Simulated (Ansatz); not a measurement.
C₂H₉NO₂Si, SMILES `CO[Si](C)(N)O` from Hartree–Fock to CCSD(T)

```xyz
15

C    -0.2136   -0.3031   -2.0761
O     0.0119    0.7254   -1.1440
Si   -0.0529    0.5084    0.4867
C     1.2776   -0.6441    1.0780
N    -1.5530   -0.1513    0.9571
O     0.1463    2.0318    1.0694
H    -0.3765    0.1473   -3.0575
H     0.6506   -0.9741   -2.1461
H    -1.0956   -0.8972   -1.8125
H     1.2928   -0.7023    2.1691
H     1.1394   -1.6549    0.6856
H     2.2578   -0.2880    0.7520
H    -1.6015   -0.8496    1.6791
H    -2.4003    0.3908    0.9106
H     0.5171    2.6608    0.4485
```

Charge 0, multiplicity 1. Geometry: relaxed with PBE0-D4/def2-TZVP. It is one conformer, not always the lowest. Frozen core, restricted reference, Ansatz. CBS rows extrapolate triple and quadruple zeta; past MP2 they add the triple-zeta difference.

```csv
basis,HF (Eh),MP2 corr.,CCSD corr.,(T),CCSD(T) total
def2-TZVPP,-574.37249,-1.16332,-1.20664,-0.04424,-575.62337
def2-QZVPP,-574.39624,-1.25015,–,–,–
CBS(def2),-574.39951,-1.31447,-1.35779,as TZ,-575.80154
```
